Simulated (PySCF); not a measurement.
C5H8SSi.
Cartesian coordinates in Å at the PBE0-D3(BJ)/def2-SVP level; atoms count from 1:
```xyz
15
C5H8SSi angstrom
Si    -2.1341    0.5400    0.4995
C     -1.0562   -0.1528   -0.8972
C      0.3409   -0.4336   -0.4364
C      1.3400    0.5753   -0.2522
C      2.5259    0.0772    0.2156
S      2.4488   -1.6210    0.4473
C      0.8180   -1.6751   -0.0877
H     -3.5176    0.8173   -0.0002
H     -2.2108   -0.4462    1.6190
H     -1.5473    1.8144    1.0150
H     -1.5348   -1.0680   -1.2796
H     -1.0554    0.5741   -1.7262
H      1.1766    1.6334   -0.4649
H      3.4436    0.6213    0.4344
H      0.2845   -2.6244   -0.1221
```

Theory: PySCF 2.14.0, PBE0-D3(BJ)/def2-SVP geometry optimisation, gas phase.

Masses are those of the commonest isotopes; rigid-rotor values at the optimised geometry. The values belong to one conformer with, in the numbering `[SiH3:1][CH2:2][c:3]1[cH:4][cH:5][s:6][cH:7]1`, Si1–C2–C3–C4 -78°.

(1) What are A, B and C (MHz)?

(2) What kind of rotor is it?

(3) Is it planar, by Δ = Ic − Ia − Ib?

(4) Give the other two planar moments, Paa and Pbb, and the rms extents of the mass along the axes.

(5) Which lines would a microwave search look for?

(6) Estimate the classical rotational partition function at 100 K, 200 K and 500 K.

## Answers

(1) Ia = 108.10, Ib = 533.11, Ic = 572.66 u·Å²; 505379 MHz·u·Å²/I gives A = 4675, B = 948.0, C = 882.5 MHz.

(2) A near-prolate asymmetric top; Ray's κ = -0.965.

(3) Not planar: Δ = Ic − Ia − Ib = -68.55 u·Å². For a rigid frame Δ = −2 Σ m c², so Σ m c² = 34.28 u·Å² lies off the ab plane: 8.98 from hydrogen and 25.30 from heavier atoms. The atom farthest from that plane is 1.74 Å away.

(4) Paa = Σ m a² = (Ib + Ic − Ia)/2 = 498.84 and Pbb = Σ m b² = (Ia + Ic − Ib)/2 = 73.83 u·Å². With the mass M = 128.01 u, the rms extents √(P/M) along a, b and c are 1.97, 0.76, 0.52 Å.

(5) The dipole components are |μa| = 0.26 D, |μb| = 0.17 D, |μc| = 0.62 D. Intensities carry the squares of the components, which stand as 0.17 : 0.08 : 1.00 (a : b : c). Some lines, for components of 0.1 D or more:

| type | branch | J(Ka,Kc) | MHz | lower level (cm⁻¹) |
| --- | --- | --- | --- | --- |
| a | Q | 3(1,2) ← 3(1,3) | 393 | 0.485 |
| a | R | 1(0,1) ← 0(0,0) | 1830 | 0.000 |
| c | Q | 3(1,3) ← 3(0,3) | 3567 | 0.366 |
| c | Q | 1(1,1) ← 1(0,1) | 3727 | 0.061 |
| a | R | 3(2,2) ← 2(2,1) | 5491 | 0.685 |
| c | R | 3(1,2) ← 2(0,2) | 9448 | 0.183 |
| c | Q | 3(2,2) ← 3(1,2) | 11083 | 0.498 |
| c | Q | 2(2,1) ← 2(1,1) | 11181 | 0.312 |
| c | R | 2(2,0) ← 1(1,0) | 14908 | 0.188 |
| b | R | 2(2,0) ← 1(1,1) | 14974 | 0.185 |
| b | Q | 3(3,0) ← 3(2,1) | 18795 | 0.868 |
| c | R | 3(3,0) ← 2(2,0) | 24290 | 0.685 |
| c | R | 3(3,1) ← 2(2,1) | 24291 | 0.685 |
| b | R | 3(3,0) ← 2(2,1) | 24291 | 0.685 |

(6) Point group C1, symmetry number σ = 1; q = (√π/σ)·√((kT/h)³/(ABC)), k/h = 20836.6 MHz/K: 85200 at 100 K, 241000 at 200 K, 953000 at 500 K.

Whether it is a minimum is left open (no frequencies). Constants of a rigid frame at the computed geometry: no zero-point averaging, no centrifugal distortion. A rigid rotor knows nothing of internal rotation, which can split or shift real lines.

The run took 40 s on x86-64 server, one thread (shared host). This is the geometry optimisation.
